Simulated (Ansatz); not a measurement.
CH₄BBrO₂, SMILES `COB(O)Br`: the same geometry under several functionals.

```yaml
crystal:
  periodic: [false, false, false]
  atoms:
    - {symbol: C, position_ang: [0.679470, -1.111605, 0.430493]}
    - {symbol: O, position_ang: [-0.422084, -0.399430, -0.100620]}
    - {symbol: B, position_ang: [-0.439715, 0.931157, -0.311164]}
    - {symbol: O, position_ang: [-1.533279, 1.536548, -0.822519]}
    - {symbol: Br, position_ang: [1.079146, 2.058806, 0.098462]}
    - {symbol: H, position_ang: [0.390336, -2.160599, 0.480691]}
    - {symbol: H, position_ang: [0.928357, -0.754503, 1.431836]}
    - {symbol: H, position_ang: [1.557220, -1.006447, -0.210317]}
    - {symbol: H, position_ang: [-2.239451, 0.906074, -0.996851]}
basis:
  gaussian: {orbitals: def2-TZVPP}
hamiltonian: {xc: {name: B2PLYP}}
```

```sh
$ ansatz run in.yaml --threads 2 --pin off --events-out ev --progress --plain --max-ram 32768MiB --backend cpu
```

Output, abridged:

```
Functional definition: B2PLYP
1438 factors; integrals over basis functions are off by at most 9.8e-4 eV
mean field evaluation 1: about -75896.1280 eV, gradient 5.6e1 eV
mean field evaluation 2: about -75896.2678 eV, gradient 5.5e1 eV
mean field evaluation 4: about -75901.4054 eV, gradient 4.3e0 eV
mean field evaluation 8: about -75901.4504 eV, gradient 3.7e-1 eV
mean field evaluation 16: about -75901.4507 eV, gradient 1.2e-4 eV
mean field -75901.45066432 eV, -2789.3268640628 hartree, gradient 8.5e-6 eV, S^2 0.000000; 0 other end points of the search recorded, 0 dependent functions left out
13 core orbitals not correlated: weight in the atoms' cores, before any rotation towards them, 1.000 or more for the frozen orbitals, at most 0.000 for the correlated occupied ones
reference -75901.45082363 eV, -2789.3268699171 hartree; 20, 20 occupied and 195, 195 virtual orbitals, 1438 factors
second order -33.17787081 eV of doubles, -0.00000000 eV of singles
Total energy: -75910.40884875 eV, -2789.6560712683 hartree
```

Run time 8.5 s (2 threads of an AMD EPYC 7R13 on a shared host); peak host memory 0.62 GiB.

Changing it to `hamiltonian: {xc: pbe0, dispersion: d4}` (abridged; 4 s):

```
Functional definition: PBE0
mean field evaluation 16: about -75910.3370 eV, gradient 7.6e-5 eV
mean field -75910.33703806 eV, -2789.6534322742 hartree, gradient 7.6e-5 eV, S^2 0.000000
Total energy: -75910.49123907 eV, -2789.6590990569 hartree
```
